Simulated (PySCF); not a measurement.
Job file and geometry (Å, from GFN2-xTB) of an NMR shielding run on SMILES FC(F)(F)[C@@H]1CP1c1cccs1, C7H6F3PS, PySCF, GIAO PBE0/pcSseg-1 NMR shielding, non-relativistic, gas phase; density fitting, a coarse starting grid and PySCF grid level 2 are the driver's defaults:

```
$ OMP_NUM_THREADS=1 python probes_run.py task.json out

{"job": {"kind": "nmr", "xc": "PBE0", "basis": "pcSseg-1"}, "charge": 0, "multiplicity": 1}
F     -3.919815     0.806094    -0.533173
C     -2.873838     1.055430     0.279476
F     -3.261574     0.689084     1.511799
F     -2.731954     2.389463     0.299952
C     -1.626959     0.352356    -0.147283
C     -1.576646    -1.136527     0.100561
P     -0.485594    -0.166571     1.226213
C      1.071203    -0.215589     0.300987
C      2.288766     0.027875     0.874080
C      3.362717    -0.071161    -0.032933
C      2.954096    -0.391383    -1.287476
S      1.254062    -0.580789    -1.392837
H     -1.222751     0.744091    -1.074391
H     -2.456105    -1.579802     0.550353
H     -1.124042    -1.748325    -0.668308
H      2.401815     0.270665     1.915993
H      4.391106     0.089738     0.235571
H      3.546755    -0.528330    -2.170240
```

Question: What does the program print?

Answer: 
```
coarse grid: 17832 points
cycle   1  E = -1308.2179151977  dE =  2.296e+00  |g| = 9.116e-01  |ddm| = 4.394e+00
cycle   2  E = -1308.0698261711  dE =  1.481e-01  |g| = 1.340e+00  |ddm| = 1.300e+00
cycle   3  E = -1308.3640703004  dE = -2.942e-01  |g| = 9.703e-02  |ddm| = 8.582e-01
cycle   4  E = -1308.3651662603  dE = -1.096e-03  |g| = 7.173e-02  |ddm| = 1.988e-01
cycle   5  E = -1308.3665379996  dE = -1.372e-03  |g| = 1.318e-02  |ddm| = 1.044e-01
cycle   6  E = -1308.3665737568  dE = -3.576e-05  |g| = 4.983e-03  |ddm| = 1.895e-02
cycle   7  E = -1308.3665800404  dE = -6.284e-06  |g| = 9.142e-04  |ddm| = 6.394e-03
final grid: 169176 points
cycle   8  E = -1308.4610498952  dE = -5.398e-05  |g| = 1.153e-02  |ddm| = 4.024e-02
cycle   9  E = -1308.4610122832  dE =  3.761e-05  |g| = 1.687e-02  |ddm| = 2.822e-02
cycle  10  E = -1308.4610826572  dE = -7.037e-05  |g| = 1.278e-03  |ddm| = 1.809e-02
cycle  11  E = -1308.4610830109  dE = -3.537e-07  |g| = 5.789e-04  |ddm| = 2.081e-03
cycle  12  E = -1308.4610830975  dE = -8.661e-08  |g| = 1.309e-04  |ddm| = 7.890e-04
cycle  13  E = -1308.4610831004  dE = -2.805e-09  |g| = 5.014e-05  |ddm| = 1.559e-04
cycle  14  E = -1308.4610831009  dE = -5.853e-10  |g| = 1.155e-05  |ddm| = 6.655e-05
converged SCF energy = -1308.4610831009

GIAO shielding tensors (ppm)
atom      isotropic    diamagn.    paramagn.     s11        s22        s33       span
  0 F      246.354     468.978    -222.624    157.296    239.243    342.523    185.227
  1 C       52.089     243.202    -191.113     40.793     53.050     62.424     21.631
  2 F      262.162     474.094    -211.932    176.791    266.546    343.149    166.358
  3 F      247.660     472.104    -224.444    156.077    244.703    342.200    186.124
  4 C      151.523     258.625    -107.102    101.227    144.906    208.437    107.210
  5 C      166.657     257.572     -90.915    129.011    169.049    201.911     72.899
  6 P      556.736     965.962    -409.226    312.731    433.682    923.795    611.064
  7 C       34.267     266.740    -232.473    -32.540     15.041    120.300    152.839
  8 C       43.732     250.250    -206.518    -55.554     42.522    144.227    199.780
  9 C       54.764     255.050    -200.286    -23.938     40.987    147.243    171.181
 10 C       48.091     264.123    -216.032    -42.853     42.007    145.118    187.971
 11 S      268.332    1058.881    -790.549    109.032    286.274    409.690    300.658
 12 H       29.541      33.293      -3.753     22.054     30.240     36.327     14.273
 13 H       30.114      30.826      -0.712     24.263     26.838     39.241     14.977
 14 H       30.099      32.465      -2.366     23.264     28.825     38.208     14.944
 15 H       23.962      31.696      -7.734     20.861     22.344     28.680      7.819
 16 H       24.628      29.372      -4.744     21.248     24.907     27.731      6.483
 17 H       24.354      30.867      -6.512     21.148     23.747     28.168      7.021
```

Size and cost of the density-fitted run: 248 basis functions, 80 s wall time on 1 thread of an Arm Neoverse V1, shared host; peak memory 1.1 GiB.
